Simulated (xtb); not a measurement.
xtb input (GFN2-xTB):

```bash
xtb mol.xyz --gfn 2 --sp --chrg -1 --uhf 0
```
mol.xyz:
```
8

Si     1.15349012     0.21857438     0.10867967
O     -0.32156759    -0.53968370    -0.45879677
C     -1.55845670    -0.11452884     0.01497228
H      0.82581168     0.21750206     1.63622480
H      0.70032836     1.70740655    -0.02840287
H     -1.74260579     0.95022697    -0.20632379
H     -1.64345985    -0.22696524     1.10891940
H     -2.36565516    -0.70356896    -0.45139241
```

Output:

```
           -------------------------------------------------
          |                Calculation Setup                |
           -------------------------------------------------

           -------------------------------------------------
          |                 G F N 2 - x T B                 |
           -------------------------------------------------

        Reference                      10.1021/acs.jctc.8b01176
      * Hamiltonian:
        H0-scaling (s, p, d)           1.850000    2.230000    2.230000
        zeta-weighting                 0.500000
      * Dispersion:
        s8                             2.700000
        a1                             0.520000
        a2                             5.000000
        s9                             5.000000
      * Repulsion:
        kExp                           1.500000    1.000000
        rExp                           1.000000
      * Coulomb:
        alpha                          2.000000
        third order                    shell-resolved
        anisotropic                    true
        a3                             3.000000
        a5                             4.000000
        cn-shift                       1.200000
        cn-exp                         4.000000
        max-rad                        5.000000

          ...................................................
          :                      SETUP                      :
          :.................................................:
          :  # basis functions                  23          :
          :  # atomic orbitals                  22          :
          :  # shells                           12          :
          :  # electrons                        20          :
          :  max. iterations                   250          :
          :  Hamiltonian                  GFN2-xTB          :
          :  restarted?                      false          :
          :  GBSA solvation                  false          :
          :  PC potential                    false          :
          :  electronic temp.          300.0000000     K    :
          :  accuracy                    1.0000000          :
          :  -> integral cutoff          0.2500000E+02      :
          :  -> integral neglect         0.1000000E-07      :
          :  -> SCF convergence          0.1000000E-05 Eh   :
          :  -> wf. convergence          0.1000000E-03 e    :
          :  Broyden damping             0.4000000          :
          :  net charge                         -1          :
          :  unpaired electrons                  0          :
          ...................................................

 iter      E             dE          RMSdq      gap      omega  full diag
   1    -10.6052617 -0.106053E+02  0.787E+00    3.68       0.0  T
   2    -10.6915643 -0.863027E-01  0.566E+00    3.68       1.0  T
   3    -10.6938515 -0.228720E-02  0.335E+00    3.74       1.0  T
   4    -10.6946149 -0.763408E-03  0.101E+00    3.81       1.0  T
   5    -10.6946951 -0.801482E-04  0.280E-01    3.80       1.0  T
   6    -10.6947203 -0.251853E-04  0.129E-01    3.80       1.0  T
   7    -10.6947199  0.394363E-06  0.845E-02    3.79       1.0  T
   8    -10.6947221 -0.218778E-05  0.160E-02    3.79       2.2  T
   9    -10.6947222 -0.147113E-06  0.618E-03    3.79       5.7  T
  10    -10.6947222 -0.356097E-07  0.203E-03    3.79      17.4  T
  11    -10.6947222 -0.215720E-08  0.434E-04    3.79      81.4  T
  12    -10.6947222 -0.154026E-09  0.149E-04    3.79     237.4  T

   *** convergence criteria satisfied after 12 iterations ***

         #    Occupation            Energy/Eh            Energy/eV
      -------------------------------------------------------------
         1        2.0000           -0.4736654             -12.8891
       ...           ...                  ...                  ...
         4        2.0000           -0.3292120              -8.9583
         5        2.0000           -0.3254976              -8.8572
         6        2.0000           -0.2927483              -7.9661
         7        2.0000           -0.2020340              -5.4976
         8        2.0000           -0.1998551              -5.4383
         9        2.0000           -0.1629910              -4.4352
        10        2.0000           -0.0673567              -1.8329 (HOMO)
        11                          0.0719441               1.9577 (LUMO)
        12                          0.0765744               2.0837
        13                          0.1902785               5.1777
        14                          0.2300029               6.2587
        15                          0.2590810               7.0500
       ...                                ...                  ...
        22                          0.8282917              22.5390
      -------------------------------------------------------------
                  HL-Gap            0.1393008 Eh            3.7906 eV
             Fermi-level            0.0022937 Eh            0.0624 eV

 SCC (total)                   0 d,  0 h,  0 min,  0.003 sec
 SCC setup                      ...        0 min,  0.000 sec (  2.010%)
 Dispersion                     ...        0 min,  0.000 sec (  0.746%)
 classical contributions        ...        0 min,  0.000 sec (  0.562%)
 integral evaluation            ...        0 min,  0.000 sec ( 14.272%)
 iterations                     ...        0 min,  0.002 sec ( 56.040%)
 molecular gradient             ...        0 min,  0.001 sec ( 23.678%)
 printout                       ...        0 min,  0.000 sec (  2.237%)

         :::::::::::::::::::::::::::::::::::::::::::::::::::::
         ::                     SUMMARY                     ::
         :::::::::::::::::::::::::::::::::::::::::::::::::::::
         :: total energy             -10.627797634521 Eh    ::
         :: gradient norm              0.032820739382 Eh/a0 ::
         :: HOMO-LUMO gap              3.790568094639 eV    ::
         ::.................................................::
         :: SCC energy               -10.694721685359 Eh    ::
         :: -> isotropic ES            0.160080890338 Eh    ::
         :: -> anisotropic ES         -0.012102780095 Eh    ::
         :: -> anisotropic XC         -0.007040008741 Eh    ::
         :: -> dispersion             -0.006344848757 Eh    ::
         :: repulsion energy           0.066924050838 Eh    ::
         :: add. restraining           0.000000000000 Eh    ::
         :: total charge              -1.000000000000 e     ::
         :::::::::::::::::::::::::::::::::::::::::::::::::::::

           -------------------------------------------------
          |                Property Printout                |
           -------------------------------------------------

    * Orbital Energies and Occupations

         #    Occupation            Energy/Eh            Energy/eV
      -------------------------------------------------------------
         1        2.0000           -0.4736654             -12.8891
         2        2.0000           -0.4278686             -11.6429
         3        2.0000           -0.3812805             -10.3752
         4        2.0000           -0.3292120              -8.9583
         5        2.0000           -0.3254976              -8.8572
         6        2.0000           -0.2927483              -7.9661
         7        2.0000           -0.2020340              -5.4976
         8        2.0000           -0.1998551              -5.4383
         9        2.0000           -0.1629910              -4.4352
        10        2.0000           -0.0673567              -1.8329 (HOMO)
        11                          0.0719441               1.9577 (LUMO)
        12                          0.0765744               2.0837
Note: The following floating-point exceptions are signalling: IEEE_UNDERFLOW_FLAG IEEE_DENORMAL
normal termination of xtb
        13                          0.1902785               5.1777
        14                          0.2300029               6.2587
        15                          0.2590810               7.0500
        16                          0.3211341               8.7385
        17                          0.3571919               9.7197
        18                          0.3584828               9.7548
        19                          0.3827374              10.4148
        20                          0.5141502              13.9907
        21                          0.7782544              21.1774
        22                          0.8282917              22.5390
      -------------------------------------------------------------
                  HL-Gap            0.1393008 Eh            3.7906 eV
             Fermi-level            0.0022937 Eh            0.0624 eV

     #   Z          covCN         q      C6AA      α(0)
     1  14 Si       2.558     0.174   190.553    30.282
     2   8 O        1.614    -0.541    23.827     6.588
     3   6 C        3.674     0.128    18.707     6.198
     4   1 H        0.871    -0.314    25.197     7.860
     5   1 H        0.871    -0.314    25.197     7.860
     6   1 H        0.923    -0.040     3.847     3.067
     7   1 H        0.923    -0.040     3.847     3.067
     8   1 H        0.923    -0.055     4.211     3.209

 Mol. C6AA /au·bohr⁶  :       1478.635435
 Mol. C8AA /au·bohr⁸  :      45848.537383
 Mol. α(0) /au        :         68.132601

Wiberg/Mayer (AO) data.
largest (>0.10) Wiberg bond orders for each atom

 ---------------------------------------------------------------------------
     #   Z sym  total        # sym  WBO       # sym  WBO       # sym  WBO
 ---------------------------------------------------------------------------
     1  14 Si   2.468 --     4 H    0.850     5 H    0.850     2 O    0.764
     2   8 O    1.915 --     3 C    1.060     1 Si   0.764
     3   6 C    3.987 --     2 O    1.060     6 H    0.978     7 H    0.978
                             8 H    0.975
     4   1 H    0.902 --     1 Si   0.850
     5   1 H    0.902 --     1 Si   0.850
     6   1 H    0.998 --     3 C    0.978
     7   1 H    0.998 --     3 C    0.978
     8   1 H    0.997 --     3 C    0.975
 ---------------------------------------------------------------------------

Topologies differ in total number of bonds
Writing topology from bond orders to xtbtopo.mol

molecular dipole:
                 x           y           z       tot (Debye)
 q only:       -0.075      -0.525      -0.465
   full:       -1.488      -0.145      -0.018       3.801
molecular quadrupole (traceless):
                xx          xy          yy          xz          yz          zz
 q only:        2.369      -2.672      -1.529      -2.566      -1.212      -0.841
  q+dip:       -3.696      -2.694       1.533      -1.901      -1.172       2.163
   full:       -2.770      -1.122       1.139      -0.568      -1.601       1.632

           -------------------------------------------------
          | TOTAL ENERGY              -10.627797634521 Eh   |
          | GRADIENT NORM               0.032820739382 Eh/α |
          | HOMO-LUMO GAP               3.790568094639 eV   |
           -------------------------------------------------

------------------------------------------------------------------------
------------------------------------------------------------------------
 total:
 SCF:
```

It need not be the lowest isomer of its formula. Whether it binds its extra electron was not tested at this geometry.
